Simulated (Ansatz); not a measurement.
```yaml
crystal:
  periodic: [false, false, false]
  atoms:
    - {symbol: C, position_ang: [-0.485507, 0.844252, -0.608533]}
    - {symbol: Te, position_ang: [0.885546, 0.424430, -0.589578]}
    - {symbol: Ge, position_ang: [0.625956, -0.816395, 0.628878]}
    - {symbol: H, position_ang: [-0.829906, 0.224336, -0.772401]}
    - {symbol: H, position_ang: [-0.623579, 1.217324, -1.210435]}
    - {symbol: H, position_ang: [-0.808525, 1.081546, -0.052111]}
    - {symbol: H, position_ang: [1.502141, -1.263879, 0.778664]}
    - {symbol: H, position_ang: [-0.127955, -1.569740, 0.228632]}
    - {symbol: H, position_ang: [0.120908, -0.309016, 1.556349]}
basis:
  gaussian: {orbitals: def2-TZVPP}
total_charge: -1
magnetization: {spin_polarized: true, initial_magnetization: 1}
hamiltonian: {xc: {name: wPBEh}}
```

```sh
$ ansatz run in.yaml --threads 4 --pin off --events-out ev --progress --plain --max-ram 10444MiB
```

It prints (some lines left out):

```
Functional definition: wPBEh
1373 factors; their error is unknown
92 factors; integrals over basis functions are off by at most 3.3e-7 eV
mean field evaluation 1: about -64873.7682 eV, gradient 6.2e1 eV
mean field evaluation 2: about -64866.7195 eV, gradient 7.3e1 eV
mean field evaluation 4: about -64885.7098 eV, gradient 4.5e0 eV
mean field evaluation 8: about -64886.1772 eV, gradient 3.9e-1 eV
mean field evaluation 16: about -64886.1776 eV, gradient 1.0e-3 eV
mean field -64886.17758330 eV, -2384.5230447555 hartree, gradient 3.1e-5 eV, S^2 0.750953; 6 other end points of the search recorded, 0 dependent functions left out
reference -64886.17762079 eV, -2384.5230461333 hartree; 35, 34 occupied and 178, 179 virtual orbitals, 1373 factors
Total energy: -64886.17762079 eV, -2384.5230461333 hartree
```

In this input the geometry is squeezed to about two thirds of its size. The calculation finished and met its thresholds. The result belongs to that input, not to the molecule as meant.
